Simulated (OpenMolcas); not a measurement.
Pt5+ among 5 point charges of -2 e arranged as a square pyramid (C4v), 1.8 Å from the ion, with the axial distance 1.656 Å.
```
   1.8000    0.0000    0.0000  -2.00
   0.0000    1.8000    0.0000  -2.00
  -1.8000    0.0000    0.0000  -2.00
   0.0000   -1.8000    0.0000  -2.00
   0.0000    0.0000    1.6560  -2.00
```

```
Program             : OpenMolcas
Method              : CASSCF
Basis               : ANO-RCC-VDZP [7s6p4d2f]
Scalar Hamiltonian  : DKH2, point nucleus
Active space        : 5 electrons in 5 orbitals (5d)
State averaging     : 2S+1 = 6 even, 1 root; 2S+1 = 4 even, 24 roots; 2S+1 = 2 even, 75 roots
Spin-orbit coupling : state interaction with AMFI integrals over the reference wave functions
```

Task: What is the spin-free ground state?

Result: A state of multiplicity 6, 1-fold in its orbital part, 100 % from free-ion S terms; it has the highest spin that d5 allows.

Task: What are the lowest two levels with spin-orbit coupling?

Result: A 2-fold level with g = 1.90, 5.61, 5.61, then a 2-fold level 341.6 cm-1 above it. Their leading multiplicities are 6 (72 %) and 6 (74 %).

Task: What is χT at 300 K?

Result: 3.36 cm3 K/mol.

Without dynamic correlation the repulsion within the d shell is too large (B by tens of per cent), so at a given field states of lower spin stand too high. Point charges give a weaker field than real ligands, and real ions of this kind are as a rule low spin; the high spin found here belongs to the model. This is an electrostatic model: the charges have no orbitals. An unlabelled pair can be two single states that coincide in this model. No measured value stands beside these numbers.
